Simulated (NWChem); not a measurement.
Molecule: C2HCl2, doublet; SMILES C(Cl)(Cl)=[CH]

Results from NWChem. Spin-unrestricted. Medium grid unless said otherwise, to which SCAN and Minnesota functionals are sensitive. In the optimisation the excess spin sits in a' (Cs, its own frame). Coordinates come from a PBE0/def2-SVP, spin-unrestricted optimisation. No stability test was run on the SCF state.

Question: What does the run give for M05-2X/def2-SVP? Quantities: highest occupied level (eV); lowest empty minus highest occupied level, either spin (eV); dipole (D); <S²>.

Answer: 
| Quantity | Value |
|---|---|
| highest occupied level (eV) | -8.72 |
| lowest empty minus highest occupied level, either spin (eV) | 6.51 |
| dipole (D) | 1.21 |
| <S²> | 0.768 |
